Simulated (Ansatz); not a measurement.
A made-up structure of Si$_{2}$H$_{3}$ClO, closed shell:

```
7
angstrom
O -0.1601 -1.9806 1.2355
Si -0.5022 -0.9346 0.1373
Si 0.4845 0.6913 0.0181
Cl -1.8835 -0.7810 -1.4201
H -0.0962 1.5494 -1.1771
H 0.2296 1.3026 1.4292
H 1.9279 0.1528 -0.2231
```

It is relaxed with PBE-D4/def2-SVP and then PBE0-D4/def2-TZVP (Ansatz 0.2.0). Atoms count as bonded within 1.22 times the sum of their covalent radii (H–H: 0.88 Å). The end point is not checked to be a true minimum.

Does its bonding change? (A judgement: the text doesn't fix the answer.)

Computed: No: no bond forms or breaks.

Where it ends: The first stage lowers the energy by 2.16 eV in 6 steps. It ends as Si₂H₃ClO ([O][Si]([SiH3])[Cl]):
O1  (-0.447, -2.234, 1.118)
Si2  (-0.655, -1.123, 0.110)
Si3  (0.603, 0.849, 0.031)
Cl4  (-2.077, -1.174, -1.347)
H5  (0.115, 1.712, -1.070)
H6  (0.445, 1.518, 1.345)
H7  (2.016, 0.453, -0.187)
(Å)

Labels in which every atom is bracketed show which atoms are joined, not bond orders.

For scale, one of the runs: PBE0-D4/def2-TZVP relaxation, 160 basis functions, launched by `ansatz run in.yaml --threads 2 --pin off --events-out ev --progress --plain --max-ram 4352MiB`. The run took about 17 s on 2 CPU threads of an Arm Neoverse V2 (shared host).
